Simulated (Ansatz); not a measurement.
Consider the atomization: `C[NH2+][B-](F)(F)F` → B• + C• + 3 F• + 5 H• + N•.

Computed with Ansatz on PBE0-D4/def2-TZVP structures; ΔE is electronic, products minus reactants. CBS: MP2 limit from def2 TZ/QZ plus the TZ coupled-cluster correction, frozen cores. This one scheme is used for every species, atoms too. DFT in def2-TZVPP. No spin–orbit coupling; open shells (•) take unrestricted orbitals. Spin–orbit coupling would lower the free atoms: a little for B, C, F. One conformer a species, not always the lowest.

`C[NH2+][B-](F)(F)F`:

Z-matrix (Å, degrees):
```
C
N 1 1.471
H 1 1.088 2 108.3
H 1 1.088 2 108.3 3 -117.8
H 1 1.090 2 111.3 3 121.1
B 2 1.658 1 114.2 3 58.9
H 2 1.017 1 110.8 3 -61.9
H 2 1.017 1 110.8 3 179.7
F 6 1.372 2 103.9 1 179.9
F 6 1.371 2 105.0 1 -60.3
F 6 1.371 2 105.0 1 60.1
```

CCSD(T)/CBS gives +4514.6 kJ/mol.

Task: Another level gave +4538.7 kJ/mol. Which?
A. r2SCAN/def2-TZVPP
B. PBE-D4/def2-TZVPP
C. CAM-B3LYP/def2-TZVPP
D. MP2/def2-TZVPP

Result: C. CAM-B3LYP 4538.7, r2SCAN 4516.0, MP2/def2-TZVPP 4524.2, PBE-D4 4607.7 kJ/mol.

Largest T1 diagnostic among the species: 0.014.

At CCSD(T), def2-SVP lies −196.7 kJ/mol from the extrapolated value and def2-TZVPP −108.1 kJ/mol: correlation converges slowly with the basis, and small sets miss more of it in the bonded molecule than in its fragments. In def2-TZVPP, CCSD(T) changes the Hartree–Fock value by +1068.4 kJ/mol (the triples alone add +62.1 kJ/mol) and MP2 by +1186.1 kJ/mol; breaking electron pairs costs correlation energy, which Hartree–Fock lacks.

For atomizations the MP2-based limit and the directly extrapolated one differ by several kJ/mol either way, and by 10 to 25 for some Ge, Se and Sn compounds, so smaller differences from it don't rank the levels.
